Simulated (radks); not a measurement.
The numbers below are computed, except where a source is named.
Q: Successive ionisation energies (eV) of one element, from differences of total energies of ions in their ground configurations, starting at charge 0: 6.319, 20.356, 37.466, 57.555, 80.166, 105.02, 131.91, 160.72, 191.34, 223.69, 321.13, 354.54, 388.74, 423.67, 459.25, 495.35, 571.99, 607.75, 1548.7, 1657.6, 1768.9, 1882.5. Level of theory: Dirac Kohn-Sham, PBE, spin-unpolarised, spherical densities, point nucleus; open shells are shared between the two j in proportion to 2j + 1 (a radial shooting solver on a logarithmic mesh with Libxc functionals). Which element is it?

A: Nickel (Z = 28). The first species listed is Ni in [Ar] 3d8 4s2, the last Ni21+ in [He] 2s2 2p3.
